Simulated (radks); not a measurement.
All-electron atom: Mo+ in [Kr] 4d3 5p2 (not the ground configuration). All-electron calculation, Dirac Kohn-Sham, PBE, spin-unpolarised, spherical densities, finite nucleus; open shells are shared between the two j in proportion to 2j + 1; Fermi nuclear charge, rms radius 4.4091 fm. Program: a radial shooting solver on a logarithmic mesh with Libxc functionals.

Unscreened Slater integrals over Kohn-Sham orbitals (hartree). Large and small components are both included.

\begin{tabular}{lr}
integral & value \\ \hline
F0(5p3/2,5p3/2) & 0.24610 \\
F2(5p3/2,5p3/2) & 0.13327 \\
F0(5p3/2,5p1/2) & 0.24864 \\
G2(5p3/2,5p1/2) & 0.13439 \\
F0(5p3/2,4d5/2) & 0.30330 \\
F2(5p3/2,4d5/2) & 0.093918 \\
G1(5p3/2,4d5/2) & 0.043409 \\
G3(5p3/2,4d5/2) & 0.035351 \\
F0(5p3/2,4d3/2) & 0.30366 \\
F2(5p3/2,4d3/2) & 0.093164 \\
G1(5p3/2,4d3/2) & 0.042249 \\
G3(5p3/2,4d3/2) & 0.034615 \\
F0(5p1/2,5p1/2) & 0.25130 \\
F0(5p1/2,4d5/2) & 0.30898 \\
G3(5p1/2,4d5/2) & 0.038031 \\
F0(5p1/2,4d3/2) & 0.30935 \\
G1(5p1/2,4d3/2) & 0.046233 \\
F0(4d5/2,4d5/2) & 0.54017 \\
F2(4d5/2,4d5/2) & 0.26984 \\
F4(4d5/2,4d5/2) & 0.17591 \\
F0(4d5/2,4d3/2) & 0.54255 \\
F2(4d5/2,4d3/2) & 0.27104 \\
G2(4d5/2,4d3/2) & 0.27096 \\
G4(4d5/2,4d3/2) & 0.17665 \\
F0(4d3/2,4d3/2) & 0.54496 \\
F2(4d3/2,4d3/2) & 0.27228 \\
\end{tabular}
